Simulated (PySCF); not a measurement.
C₂H₃ClF₂Si. Atoms are numbered in the order given.

```xyz
9

F      2.0586    -1.5975    -0.3622
Si     1.0660    -0.3184    -0.1629
F      1.1541     0.5588    -1.5337
C     -0.6435    -1.0092     0.0795
C     -1.7048    -0.2976     0.5024
Cl    -1.6353     1.4077     0.8431
H      1.5796     0.5167     0.9583
H     -0.8170    -2.0837    -0.1076
H     -2.7105    -0.7166     0.6699
```

Coordinates come from a PBE-D3(BJ)/def2-SVP optimisation. The structure was generated by enumeration; whether it is a known compound was not checked. Other conformers were not sampled.

All values below come from PySCF with TDDFT-CAM-B3LYP/def2-SVPD.

Vertical excitations. 

Computed lowest excited states:
```
state  energy (eV)  λ (nm)      f                                                                     main pairs
-----  -----------  ------  -----  -----------------------------------------------------------------------------
S1            6.16     201  0.254                                                                 HOMO→LUMO 96 %
S2            6.56     189  0.006                                                               HOMO−1→LUMO 94 %
S3            6.95     178  0.002                                             HOMO→LUMO+1 65 %, HOMO→LUMO+2 11 %
S4            7.06     176  0.003                                                               HOMO−2→LUMO 91 %
S5            7.44     167  0.003                                             HOMO→LUMO+2 65 %, HOMO→LUMO+1 23 %
S6            8.10     153  0.003                     HOMO−1→LUMO+1 44 %, HOMO−1→LUMO+2 18 %, HOMO−1→LUMO+3 12 %
S7            8.16     152  0.016                                             HOMO→LUMO+3 69 %, HOMO→LUMO+2 11 %
S8            8.62     144  0.068                                                               HOMO−3→LUMO 80 %
S9            8.65     143  0.026                                             HOMO→LUMO+5 58 %, HOMO→LUMO+4 15 %
S10           8.78     141  0.112  HOMO−1→LUMO+1 34 %, HOMO−1→LUMO+2 25 %, HOMO−1→LUMO+3 13 %, HOMO−2→LUMO+1 8 %
T1            3.78     328      0                                                                 HOMO→LUMO 88 %
T2            6.19     200      0                                             HOMO−1→LUMO 75 %, HOMO−2→LUMO 17 %
T3            6.48     191      0                           HOMO→LUMO+1 51 %, HOMO→LUMO+2 17 %, HOMO→LUMO+3 10 %
T4            6.77     183      0                                             HOMO−2→LUMO 75 %, HOMO−1→LUMO 19 %
```
Triplets are in the Tamm–Dancoff approximation, which puts them higher than full response would, so one can lie above its singlet here.
